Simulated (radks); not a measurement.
The numbers below are computed, except where a source is named.
The ruthenium ion Ru4+, configuration [Kr] 4d4.

Code: a radial shooting solver on a logarithmic mesh with Libxc functionals. Model: Dirac Kohn-Sham, PBEsol, spin-unpolarised, spherical densities, point nucleus; open shells are shared between the two j in proportion to 2j + 1.

Energy parts (eV):
| part | energy |
|---|---|
| total | -123145.784 |
| kinetic | 128147.940 |
| electron-nucleus | -295913.109 |
| Hartree | 48147.678 |
| exchange-correlation | -3528.293 |

Orbitals (lengths in bohr, moments of r in powers of bohr):
orbital  occ.  eigenvalue (eV)     <r^2>
1s1/2       2        -21965.65  0.001511
2s1/2       2        -3203.137   0.02497
2p1/2       2        -2964.218   0.01877
2p3/2       4        -2833.422   0.02012
3s1/2       2        -607.0230    0.1857
3p1/2       2        -514.3718    0.1823
3p3/2       4        -492.1549    0.1920
3d3/2       4        -328.0815    0.1748
3d5/2       6        -323.7482    0.1778
4s1/2       2        -126.9365     1.138
4p1/2       2         -98.7747     1.321
4p3/2       4         -95.1743     1.387
4d3/2     1.6         -52.1186     2.163
4d5/2     2.4         -51.6577     2.195

The highest occupied level is 4d5/2 at -51.658 eV. Summed over all electrons, <r^2> = 22.63 bohr^2, which gives a Langevin (diamagnetic) susceptibility term of -17.9 x 10^-6 cm^3/mol. The density falls to 0.001 e/bohr^3 at r = 3.01 bohr. For comparison, the ionisation energy in NIST's Atomic Spectra Database is 59 eV (theoretical). In exact Kohn-Sham theory the highest level is minus the ionisation energy, but local and semilocal functionals leave it too shallow, through self-interaction and a potential that decays too fast; potentials with the right tail come closer.

Beside tabulated values, note that spin-unpolarised runs miss the spin-polarisation part of the exchange energy of open shells.
